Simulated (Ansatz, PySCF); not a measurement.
Breaking the Be1–Cl3 bond in BeClH (SMILES [BeH][Cl]) (multiplicity 1 held, fragments rigid). Energies count from the point at 1.806 Å.
Geometry at that point (charge 0, multiplicity 1):
```xyz
3

Be     0.000     0.000    -1.335
H      0.000     0.000    -2.658
Cl     0.000     0.000     0.471
```

Unrestricted levels (U-) break spin symmetry where that is lower. Active spaces are followed from a long bond inwards. Levels need not reach the same state.

Frozen-core correlation. Rows in 6-31G* carry no dispersion term and start afresh at each structure (6-31G* with six Cartesian d functions). MP2/6-31G* freezes PySCF's default core, which is smaller on s-block atoms.

Run with Ansatz (Gaussian orbitals); PySCF for 6-31G* rows. 

Energies in kcal/mol.

| R (Å) | R-MP2/6-31G* | U-MP2/aug-cc-pV(T+d)Z | U-CCSD/aug-cc-pV(T+d)Z | FIC-MRCISD on CASSCF(6,4)/aug-cc-pV(T+d)Z | FIC-MRCISD+Q on CASSCF(6,4)/aug-cc-pV(T+d)Z |
|---|---|---|---|---|---|
| 1.445 | 52.2 | 53.3 | 53.2 | 52.7 | 53.1 |
| 1.625 | 8.7 | 9.9 | 9.8 | 9.6 | 9.8 |
| 1.806 | 0.0 | 0.0 | 0.0 | 0.0 | 0.0 |
| 1.986 | 7.1 | 5.6 | 5.6 | 5.7 | 5.5 |
| 2.167 | 20.9 | 17.9 | 17.9 | 17.9 | 17.7 |
| 2.438 | 44.8 | 39.9 | 39.9 | 39.8 | 39.5 |
| 2.709 | 67.3 | 61.4 | 61.4 | 61.0 | 60.8 |
| 3.160 | 97.8 | 102.8 | 92.0 | 90.5 | 90.5 |
| 3.612 | 120.8 | 126.5 | 114.3 | 111.8 | 112.4 |
| 4.153 | 140.9 | 134.3 | 127.1 | 125.4 | 126.7 |
| 4.876 | 157.0 | 136.7 | 130.8 | 130.2 | 131.9 |
| 5.779 | 163.7 | 137.2 | 131.4 | 131.2 | 132.9 |

Doubts at one or more of the structures used: a restricted determinant that unrestricted orbitals would lower (R-MP2/6-31G*); a spin-contaminated determinant (U-MP2/aug-cc-pV(T+d)Z, U-CCSD/aug-cc-pV(T+d)Z); T1 above 0.05 (U-CCSD/aug-cc-pV(T+d)Z); the program's own flag: other amplitudes (U-CCSD/aug-cc-pV(T+d)Z); active orbitals that take no part (FIC-MRCISD on CASSCF(6,4)/aug-cc-pV(T+d)Z, FIC-MRCISD+Q on CASSCF(6,4)/aug-cc-pV(T+d)Z).

Ansatz is an electronic-structure program.
